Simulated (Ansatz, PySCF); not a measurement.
C4H6OS, SMILES C=C1O[C@@H](C)S1. Atoms are numbered in the order given.

```xyz
12

C      2.2819    -0.5697     0.5135
C      1.0513    -0.2168     0.1456
O      0.1932    -0.8993    -0.6766
C     -0.9004     0.0279    -0.6699
C     -2.1792    -0.5812    -0.1596
S     -0.0033     1.1857     0.4845
H      2.8629     0.0685     1.1782
H      2.7105    -1.5040     0.1476
H     -1.0211     0.4819    -1.6672
H     -2.0326    -1.0031     0.8448
H     -2.5024    -1.3834    -0.8432
H     -2.9746     0.1791    -0.1178
```

Coordinates come from a B3LYP-D3(BJ)/def2-SVP optimisation. The structure was generated by enumeration; whether it is a known compound was not checked.

Two levels are set side by side: PBE-D3(BJ)/def2-SVP (Ansatz, a program for electronic structure) and B3LYP-D3(BJ)/def2-SVP (Ansatz). Each level has its own optimised geometry; the coordinates shown are those of the second. Frequencies come from the Hessian of PySCF at each geometry. Differences are taken from unrounded values.

| quantity | B3LYP-D3(BJ) |
|---|---|
| mean bond length (Å) | 1.323 |
| bond C1–C2 (Å) | 1.332 |
| bond C2–O3 (Å) | 1.370 |
| bond C2–S6 (Å) | 1.787 |
| bond O3–C4 (Å) | 1.434 |
| bond C4–C5 (Å) | 1.506 |
| bond C4–S6 (Å) | 1.865 |
| bond C1–H7 (Å) | 1.089 |
| bond C1–H8 (Å) | 1.091 |
| bond C4–H9 (Å) | 1.102 |
| bond C5–H10 (Å) | 1.099 |
| bond C5–H11 (Å) | 1.102 |
| bond C5–H12 (Å) | 1.101 |
| highest harmonic wavenumber (cm⁻¹) | 3277 |
| mean harmonic wavenumber (cm⁻¹) | 1348 |
| zero-point energy (kcal/mol) | 57.83 |

What does PBE-D3(BJ) give, and how far is it from B3LYP-D3(BJ)? (The exact figures need the calculation; the answer reports its results.)


| quantity | PBE-D3(BJ) | PBE-D3(BJ) minus B3LYP-D3(BJ) |
|---|---|---|
| mean bond length (Å) | 1.330 | 0.006 |
| bond C1–C2 (Å) | 1.342 | 0.010 |
| bond C2–O3 (Å) | 1.377 | 0.007 |
| bond C2–S6 (Å) | 1.789 | 0.002 |
| bond O3–C4 (Å) | 1.441 | 0.008 |
| bond C4–C5 (Å) | 1.507 | 0.001 |
| bond C4–S6 (Å) | 1.867 | 0.002 |
| bond C1–H7 (Å) | 1.097 | 0.007 |
| bond C1–H8 (Å) | 1.099 | 0.007 |
| bond C4–H9 (Å) | 1.112 | 0.010 |
| bond C5–H10 (Å) | 1.107 | 0.008 |
| bond C5–H11 (Å) | 1.110 | 0.008 |
| bond C5–H12 (Å) | 1.108 | 0.007 |
| highest harmonic wavenumber (cm⁻¹) | 3222 | -55 |
| mean harmonic wavenumber (cm⁻¹) | 1311 | -38 |
| zero-point energy (kcal/mol) | 56.21 | -1.62 |

GGA bonds tend to be longer and softer than those of functionals with exact exchange. Differences between two approximate levels are no errors against the true value.
